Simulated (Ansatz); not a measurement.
Total energies of the cluster Li₂I₂ from Ansatz at PBE0-D4/def2-TZVP, gas phase (1 Eh = 27.2114 eV = 2625.5 kJ/mol). The reference geometry is relaxed at r2SCAN-D4/def2-TZVP.

```xyz
4

Li    0.776   -1.188   -0.036
Li   -0.776    1.187    0.036
I    -1.263   -0.777   -1.575
I     1.264    0.777    1.575
```

```tsv
state	geometry	energy (Eh)
charge 0 singlet	reference	-610.66268
charge 1 doublet	reference	-610.33651
charge 0 triplet	relaxed at r2SCAN-D4/def2-TZVP	-610.51067
charge 0 quintet	relaxed at r2SCAN-D4/def2-TZVP	-610.33281
free Li atom (doublet)	–	-7.46705
free I atom (doublet)	–	-297.69312
```

In the def2 sets I takes a core potential; there is no spin–orbit coupling.

Task: Work out the vertical ionisation energy to the doublet.

Result: E(charge 1 doublet) − E(charge 0 singlet) = -610.33651 − (-610.66268) = 0.32617 Eh = 8.88 eV. For comparison, −ε of the highest occupied level is 7.06 eV at this level, 1.82 eV less.

Task: Which of the charge 0 states is lowest, and how far above it are the others?

Result: The singlet. triplet: -610.51067 − (-610.66268) = 0.15201 Eh = 399.1 kJ/mol; quintet: -610.33281 − (-610.66268) = 0.32987 Eh = 866.1 kJ/mol. The quintet has fallen apart, so its energy is that of loose fragments and no spin gap. The triplet differs in its bonds from the reference. The quintet differs in its bonds from the reference.

Task: What is the binding energy per atom against free atoms?

Result: Atoms: 2 × (-7.46705) + 2 × (-297.69312) = -610.32034 Eh. Binding: -610.32034 − (-610.66268) = 0.34234 Eh = 9.32 eV, or 2.33 eV for each of 4 atoms (no zero-point energy, no counterpoise term).

The structure comes from a short search, and lower isomers may exist.
